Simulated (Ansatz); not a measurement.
Reaction (ligand exchange at the Se–B bond): `C[B]([GeH3])[SeH]` + H₂Se → `[SeH][SeH]` + `C[BH][GeH3]`

Gas-phase electronic energies from Ansatz, PBE0-D4/def2-TZVP geometries. CCSD(T)/CBS is the MP2 limit (def2-TZVPP, def2-QZVPP) plus CCSD(T) − MP2 in def2-TZVPP, frozen cores. DFT in def2-TZVPP. For Ge, Se outer-core shells are correlated without core-valence functions, which leaves a few kJ/mol of doubt a bond. Scalar relativity is left out up to krypton. Each species was taken in one conformer, which may not be the lowest.

```tsv
level	ΔE (kcal/mol)
r2SCAN-D4	23.6
r2SCAN	23.3
```

(1) What does CCSD(T)/CBS give? (Best estimate.)

Largest T1 diagnostic among the species: 0.012.

## Answers

(1) Ansatz gave: +24.5 kcal/mol. The listed levels differ from it by -0.9, -1.2 kcal/mol.

In def2-TZVPP, CCSD(T) changes the Hartree–Fock value by +7.0 kcal/mol (the triples alone add +1.0 kcal/mol) and MP2 by +8.3 kcal/mol. The D4 term adds +1.5 kcal/mol with B3LYP and +0.9 kcal/mol with PBE0; it sums over pairs of atoms, weighted by their polarisabilities, and B3LYP, whose exchange is more repulsive, gets the larger term.

B3LYP here is the variant with VWN-RPA as its local correlation; programs differ in this.
